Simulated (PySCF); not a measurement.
C₃H₁₀NOSi₂ (doublet state).
Z-matrix (Å and degrees, GFN2-xTB geometry), rows numbered from 1:
```
C 
C   1  1.5165
C   2  1.5287  1  114.45
Si  3  1.9350  2   83.59  1   119.09
N   4  1.7283  3  119.33  2  -107.82
Si  5  1.7439  4  128.28  3    68.72
O   2  1.4280  1  110.26  3   113.07
H   1  1.0884  2  109.71  3   -53.79
H   1  1.0879  2  109.96  3    66.69
H   1  1.0875  2  109.94  3  -173.10
H   2  1.0963  1  110.27  3  -127.92
H   3  1.0847  2  114.34  1  -122.09
H   3  1.0870  2  113.30  1     4.26
H   5  1.0057  4  115.28  3  -109.81
H   6  1.4716  5  109.74  4   -73.75
H   6  1.4634  5  104.45  4   168.38
H   6  1.4584  5  109.63  4    47.59
```

The hyperfine couplings belong to this conformer and change with its torsions.

As a line formula: `C[C@H]1C[Si](N[SiH3])O1` [radical].

Computed with PySCF, UKS B3LYP, pcH-1 on C H N O Si, non-relativistic, mean-field spin-orbit, GIAO. One conformer (not necessarily the lowest) at the GFN2-xTB geometry, without solvent, vibrations or thermal averaging. A GFN2-xTB geometry isn't a minimum of the functional, and hyperfine couplings can be far from their values at a DFT geometry, by a factor of two or more for some ions and for spin on atoms past the first row. Stability of the SCF solution: not tested.

(1) Match the computed a_iso(13C) values +73.1, +14.8, -2.0 MHz with the sites C1; C2; C3.

(2) Match the computed a_iso(29Si) values -646.1, -18.9 MHz with the sites Si4; Si6.

Results:

(1) 
| site | a_iso (MHz) | ρ(0) (bohr⁻³) | position | distance from Si4 (Å) | spin population | largest \|T\| (MHz) |
| --- | --- | --- | --- | --- | --- | --- |
| C1 | +14.8 | +0.0131 | 3 bonds from Si4 | 3.46 | +0.01 | 2.6 |
| C2 | -2.0 | -0.0017 | 2 bonds from Si4 | 2.33 | 0.00 | 2.8 |
| C3 | +73.1 | +0.0650 | 1 bond from Si4 | 1.93 | +0.13 | 28.9 |

(2) 
| site | a_iso (MHz) | ρ(0) (bohr⁻³) | position | distance from Si4 (Å) | spin population | largest \|T\| (MHz) |
| --- | --- | --- | --- | --- | --- | --- |
| Si4 | -646.1 | +0.7279 | largest spin population | 0.00 | +0.74 | 130.5 |
| Si6 | -18.9 | +0.0213 | 2 bonds from Si4 | 3.12 | +0.02 | 6.7 |

ρ(0) is the spin density at the nucleus and T the dipolar tensor; a_iso includes a spin–orbit part; entries for several nuclei are means. The Mulliken spin populations are largest on Si4 (+0.74), C3 (+0.13) and O7 (+0.06). No atom but Si4 exceeds +0.15. The angles at Si4 add up to 308.2°, so it is pyramidal.

β density exceeds α density at some nuclei, such as H12 (-0.0018) and C2 (-0.0017), spin density in bohr⁻³. In a single determinant that takes different orbitals for the two spins, that is spin polarisation.

Means are taken over nuclei equivalent by connectivity, which assumes that they swap fast. The three 1H nuclei of mean +2.3 MHz run from -0.9 to 4.7 MHz in the frozen geometry.

The run took 48 s (grids of density and orbitals included) on one thread of an AMD EPYC 9R45, shared host with 96 logical CPUs at a one-minute load of 40, and the process peaked at 1.1 GiB of memory.
